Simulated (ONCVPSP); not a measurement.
# Which change was made? (F, ONCV)

- Element: fluorine (F)
- Generator: ONCVPSP 4.0.1
- Type: optimised norm-conserving Vanderbilt (ONCV)
- Functional: LDA (Perdew-Zunger)
- Relativity: scalar-relativistic
- Frozen core: [He]
- Valence charge: 7
- Reference configuration: 2s2 2p5
- Partial waves: 2s: rc 0.55 bohr, ncon 3, nbas 7, qcut 9.6 1/bohr, 1 projector; 2p: rc 1.15 bohr, ncon 4, nbas 7, qcut 9.9 1/bohr, 3 projectors, debl 0.4 Ha; d scattering state at 0.1 Ha: rc 1.25 bohr, ncon 5, nbas 9, qcut 7.4 1/bohr, 2 projectors, debl 0.3 Ha
- Local potential: polynomial inside 0.45 bohr (lpopt 5, dvloc0 6 Ha)
- Core correction: Teter function, fcfact 4.75, rcfact 1.4

In the p channel the program set the typed energies aside and used -0.415, 0.250, 0.650 Ha.

Cutoffs, loose and tight: the cutoffs (Ha) at which the residual kinetic energy of the hardest occupied pseudo-wave falls to 1 and 0.1 mHa per electron. They do not see the model core or the augmentation charge, which bear on the density cutoff. Test errors are all-electron minus pseudo excitation energies from the reference, over the configurations 2s2 2p4; 2s2 2p3; 2s2 2p2; 2s2 2p1; variants that change the core or the reference have their own tests.

The base gives: outcome: generated, projector energies reset by the program; cutoff, loose: 59 Ha; cutoff, tight: 202 Ha; bound ghosts: p; GHOST(+) flags above zero: d; largest test error (meV): +1382.

Task: After one change the result is: outcome: generated, projector energies reset by the program; cutoff, loose: 59 Ha; cutoff, tight: 202 Ha; bound ghosts: none; GHOST(+) flags above zero: d; largest test error (meV): +876. Which change was it?
A. p: qcut 9.3
B. p: qcut 6.4
C. p: qcut 13
D. p: qcut 14.8

Result: C. The others give: p: qcut 9.3 → outcome: generated, projector energies reset by the program; cutoff, loose: 59 Ha; cutoff, tight: 202 Ha; bound ghosts: p; GHOST(+) flags above zero: p, d; largest test error (meV): +1023 | p: qcut 14.8 → outcome: generated, projector energies reset by the program; cutoff, loose: 60 Ha; cutoff, tight: 202 Ha; bound ghosts: none; GHOST(+) flags above zero: d; largest test error (meV): +691 | p: qcut 6.4 → outcome: generated, projector energies reset by the program; cutoff, loose: 106 Ha; cutoff, tight: 202 Ha; bound ghosts: p; GHOST(+) flags above zero: d; largest test error (meV): +2705.
